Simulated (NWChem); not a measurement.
# CH$_{2}$NO cation; SMILES N=C=[OH+]

Computed with NWChem. The geometry was optimised at PBE0/def2-SVP. Level PBE/def2-SVP: energy and gradient on several grids; changes count from the extra-fine grid, which is no exact limit either.

**Question.** Which is the coarsest grid (xcoarse; medium; xfine; coarse; fine) from which on the energy stays within 50 μHa and each gradient component within 100 μHa/bohr of xfine?

**Answer.** medium.
```csv
grid,size of the energy change (μHa),largest change of a gradient component (μHa/bohr)
xcoarse,1000,3000
coarse,30,200
medium,< 10,< 30
fine,< 10,< 30
xfine,< 10,< 30
```
